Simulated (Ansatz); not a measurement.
Consider the substitution at a C–Si bond: `BN[SiH](C)Cl` + `C[NH][ZnH]` → `C[N](C)[ZnH]` + `BN[SiH2]Cl`.

Program: Ansatz. Geometries: PBE0-D4/def2-TZVP. ΔE: electronic, gas phase. CBS: MP2 limit from def2 TZ/QZ plus the TZ coupled-cluster correction, frozen cores. DFT in def2-TZVPP. For Zn outer-core shells are correlated without core-valence functions, which leaves a few kJ/mol of doubt a bond. Scalar relativity is left out up to krypton. Each species was taken in one conformer, which may not be the lowest.

```csv
level,ΔE (kJ/mol)
PBE,78.8
SCS-MP2/def2-QZVPP,80.6
```

Task: What does CCSD(T)/CBS give? (Best estimate.)

Result: Computed: +83.5 kJ/mol. The listed levels differ from it by -4.7, -2.9 kJ/mol.

Largest T1 diagnostic among the species: 0.015.
